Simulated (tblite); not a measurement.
C5H11FOSi.
Atom-mapped SMILES: `[CH3:1][C@@H:2]1[CH2:3][O:4][CH2:5][C@@H:6]([F:7])[SiH2:8]1` (hydrogens: H9, H10, H11 on C1; H12 on C2; H13, H14 on C3; H15, H16 on C5; H17 on C6; H18, H19 on Si8)

Structure used (GFN2-xTB), in Å, numbered top down from 1:
```xyz
19
C5H11FOSi angstrom
C      2.3801   -0.4061   -0.3426
C      0.8943   -0.1817   -0.6027
C      0.4907    1.2543   -0.2377
O     -0.8527    1.5503   -0.5374
C     -1.7982    1.0182    0.3529
C     -1.9403   -0.5024    0.3148
F     -2.6033   -0.8718   -0.8504
Si    -0.2346   -1.3852    0.3492
H      2.6669   -1.4132   -0.6343
H      2.9828    0.3018   -0.9096
H      2.6103   -0.2797    0.7131
H      0.7114   -0.2941   -1.6766
H      1.0747    1.9693   -0.8264
H      0.6900    1.4427    0.8297
H     -1.5525    1.3058    1.3883
H     -2.7461    1.4830    0.0659
H     -2.6042   -0.8111    1.1295
H      0.1788   -1.4784    1.7565
H     -0.3578   -2.6924   -0.2895
```

Computed with GFN2-xTB (tblite): harmonic, unscaled wavenumbers at the GFN2-xTB geometry, gas phase. Against measured fundamentals such values can be off by several per cent, at times by over 20. Modes of hydrogen on silicon can be 10 to 20 % off. One conformer, not necessarily the lowest.

Harmonic wavenumbers (cm⁻¹): 58.4, 122.9, 212.3, 217.9, 238.0, 279.0, 310.3, 323.3, 393.2, 476.8, 509.1, 565.8, 618.2, 640.1, 672.0, 747.6, 750.7, 887.5, 907.2, 934.0, 970.8, 1027.0, 1037.7, 1070.9, 1105.0, 1116.9, 1129.6, 1180.4, 1211.1, 1272.3, 1275.0, 1292.0, 1301.5, 1335.1, 1345.2, 1416.8, 1439.3, 1472.6, 1503.2, 1507.5, 2225.0, 2305.9, 2843.6, 2846.6, 2915.8, 2933.6, 2941.9, 2964.2, 3014.6, 3029.1, 3041.2.

A = 2479, B = 1422, C = 1050 MHz; mass 134.056 u (most abundant isotopes); point group C1, symmetry number 1.

What is the zero-point energy?

½Σν̃ = 32968 cm⁻¹ = 94.26 kcal/mol.

Entropy at 200 K, 1 bar (ideal gas, RRHO, classical rotation)?

Translation 38.63, rotation 27.66, vibration 13.93: S = 80.2 cal/(mol K).

And Cp and H(200 K) − H(0)?

Cp = 26.59 cal/(mol K), of which vibrations give 18.64 (their classical limit is 51 R = 101.3); H(200 K) − H(0) = 3.25 kcal/mol without the zero-point energy, 1.66 from vibrations.

What must be added to the electronic energy to get the Gibbs energy at 200 K and 1 bar?

ZPE + [H(200 K) − H(0)] − T·S = 94.26 + 3.25 − 16.05 = 81.46 kcal/mol.

Blend soft modes into free rotors: weight 1/[1 + (100 cm⁻¹/ν̃)⁴] for the oscillator and the rest for a rotor with moment μB/(μ + B), μ = h/(8π²ν), B = 10⁻⁴⁴ kg m². What vibrational entropy results?

13.34 cal/(mol K) in place of 13.93, which changes −T·S at 200 K by +0.12 kcal/mol.

How do the functions run with temperature in this model?

```csv
T (K),S (cal/(mol K)),Cp (cal/(mol K)),H − H(0) (kcal/mol),G − H(0) (kcal/mol),ln q(vib)
150,73.4,21.4,2.05,-8.95,1.82
250,86.7,31.9,4.71,-16.97,3.90
298.15,92.8,37.1,6.37,-21.29,4.97
400,105.2,47.5,10.69,-31.38,7.34
600,127.7,63.7,21.92,-54.71,12.13
900,156.7,79.1,43.54,-97.51,19.14
```

q(vib) and H(0) count from the zero-point level.

Hindered rotation and anharmonicity are outside this model. Other conformers, if any are populated, would add a mixing term that is left out. The structure is chiral; the term R ln 2 for an equal mix with its mirror image is left out.

Run on an x86-64 server with one thread (shared host). This covers the Hessian and the dipole derivatives.
